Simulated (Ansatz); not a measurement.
## A ladder of methods for C2H3BFN (SMILES FB1C=NC1)

C2H3BFN: 8 atoms, total charge 0, spin state singlet. As SMILES, `FB1C=NC1`. Geometry: relaxed at PBE0-D4/def2-TZVP.

Each level gives the electronic atomisation energy (eV). The values are calculated. Electronic energies at fixed atoms, without zero-point motion or spin-orbit coupling.

```csv
level,kind,program,value (eV),CPU time (all runs)
SVWN5/def2-SVP,LDA,Ansatz,42.26,4.1 s
BLYP/def2-SVP,GGA,Ansatz,36.11,6.9 s
PBE/def2-SVP,GGA,Ansatz,37.49,6.5 s
revPBE/def2-SVP,GGA,Ansatz,35.99,6.3 s
r2SCAN0/def2-SVP,hybrid meta-GGA,Ansatz,35.29,15 s
HSE06/def2-SVP,range-separated hybrid,Ansatz,36.43,8.1 s
wB97M-V/def2-SVP,range-separated hybrid,Ansatz,36.52,64 s
RPA@PBE/def2-SVP,RPA,Ansatz,32.37,12 s
```

The values span 32.37 to 42.26 eV. CPU times are rough (shared hosts, several kinds of processor and program).
